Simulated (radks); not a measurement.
Species: Ti+. Configuration: [Ar] 3d2 4s1.

All-electron calculation, Dirac Kohn-Sham, revPBE, spin-unpolarised, spherical densities, point nucleus; open shells are shared between the two j in proportion to 2j + 1. Program: a radial shooting solver on a logarithmic mesh with Libxc functionals.

Energy parts (eV):
part                      energy
total                 -23223.072
kinetic                23449.945
electron-nucleus      -55090.584
Hartree                 9558.108
exchange-correlation   -1140.541

Orbitals (lengths in bohr, moments of r in powers of bohr; r(max) is where P^2 peaks):
orbital  occ.  eigenvalue (eV)   <1/r>     <r^2>      <r^4>   r(max)
1s1/2       2        -4875.994   21.81  0.006511  0.0001091  0.04554
2s1/2       2        -544.1484   4.561    0.1247    0.02742   0.2688
2p1/2       2        -455.1753   4.492    0.1024    0.02168   0.2181
2p3/2       4        -449.4025   4.435    0.1042    0.02238   0.2203
3s1/2       2         -69.9379   1.396     1.170      2.219   0.8701
3p1/2       2         -46.5669   1.271     1.374      3.315   0.8987
3p3/2       4         -45.9120   1.259     1.395      3.415   0.9051
3d3/2     0.8         -11.3185  0.8952     3.011      23.50   0.9790
3d5/2     1.2         -11.2699  0.8926     3.030      23.79   0.9813
4s1/2       1         -10.2418  0.4058     11.70      215.4    2.761

The highest occupied level is 4s1/2 at -10.242 eV. The density falls to 0.001 e/bohr^3 at r = 4.19 bohr.
